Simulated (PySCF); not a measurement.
HfCl₂, SMILES [Cl][Hf][Cl] (connectivity only; charge and spin as stated), neutral, multiplicity 3.

The structure is a stationary point at B3LYP-D3(BJ)/def2-TZVP. The multiplicity is an assumed one; other spin states were not compared. The def2 effective core potentials stand for the cores of Hf; spin–orbit coupling is left out.

Computed with PySCF with ωB97X/def2-TZVPD.

Isolated molecule, no solvent.

Q: Estimate the frontier levels, dipole moment and polarisability. (An estimate is asked for; the answer gives what the named calculation found.)

A: 
- α spin, highest occupied and lowest empty level: -7.68 and 0.04 eV
- β spin, highest occupied and lowest empty level: -11.82 and -1.97 eV
- dipole moment: 0.97 D
- quadrupole, principal values (traceless, Buckingham form, about the centre of nuclear charge): -12.80, 6.27, 6.53 D·Å
- mean static polarisability: 82.6 bohr³ (12.24 Å³)
- polarisability, principal values: 79.6, 80.8, 87.4 bohr³
- ⟨S²⟩: 2.001 (pure state 2.00)
